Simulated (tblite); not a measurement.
Species: C5H9Cl2FSi2.
Numbering: `[CH3:1][SiH2:2][C@@H:3]([F:4])[C:5]#[C:6][SiH2:7][CH:8]([Cl:9])[Cl:10]` (hydrogens: H11, H12, H13 on C1; H14, H15 on Si2; H16 on C3; H17, H18 on Si7; H19 on C8)

The geometry is computed with GFN2-xTB (gas phase).

(1) List the bond lengths, angles and torsions at this level.

Results:

(1) 
```csv
bond,length (bohr),order
C1–Si2,3.571,single
Si2–C3,3.678,single
C3–F4,2.634,single
C3–C5,2.715,single
C5≡C6,2.283,triple
C6–Si7,3.473,single
Si7–C8,3.653,single
C8–Cl9,3.354,single
C8–Cl10,3.362,single
"C1–H11, C1–H12, C1–H13",2.054,single
Si2–H14,2.771,single
Si2–H15,2.770,single
C3–H16,2.071,single
Si7–H17,2.760,single
Si7–H18,2.764,single
C8–H19,2.058,single
```

Bonds in one row agree within 0.02 bohr and their mean is given. Orders are formal, as drawn. A selection of angles:
```csv
angle,degrees
Si2–C1–H11,111.2
H11–C1–H12,107.8
C1–Si2–C3,107.9
C1–Si2–H14,113.2
C1–Si2–H15,112.9
C3–Si2–H14,105.2
C3–Si2–H15,105.3
H14–Si2–H15,111.6
Si2–C3–F4,108.2
Si2–C3–C5,110.9
Si2–C3–H16,111.6
F4–C3–C5,110.3
F4–C3–H16,105.7
C5–C3–H16,110.1
C3–C5–C6,176.3
C5–C6–Si7,178.8
C6–Si7–C8,103.9
C6–Si7–H17,111.7
C6–Si7–H18,113.0
C8–Si7–H17,106.9
C8–Si7–H18,106.4
H17–Si7–H18,114.0
Si7–C8–Cl9,110.1
Si7–C8–Cl10,109.6
Si7–C8–H19,114.6
Cl9–C8–Cl10,109.5
Cl9–C8–H19,106.3
Cl10–C8–H19,106.6
```

Dihedral angles: C1–Si2–C3–F4 -63° (synclinal); C6–Si7–C8–Cl9 58° (synclinal).

Si7 (SiH2 silicon) is distorted tetrahedral (angles from 103.9° to 114.0°). Of the pairs four or more bonds apart, Cl9···H13 is among the closest relative to their van der Waals radii: 2.96 Å, 100 % of the sum of Bondi's values. Si2 (SiH2 silicon) is distorted tetrahedral (angles from 105.2° to 113.2°). The 4 C–Si bonds span 1.838 Å (C6–Si7, drawn single) to 1.946 Å (Si2–C3, drawn single), a spread of 0.108 Å. The C–C distances run from 1.208 Å (C5≡C6, drawn triple) to 1.436 Å (C3–C5, drawn single), a spread of 0.228 Å.

Point group: C1 (no symmetry element, even within 0.4 Å). Its lowest GFN2-xTB frequency is 14 cm⁻¹, too small to tell a flat minimum from a shallow saddle. The numbers are those of one conformer.

Time: 1.4 s wall. Hardware: one thread of an Arm Neoverse V1, on a shared host. That covers the optimisation of the geometry.
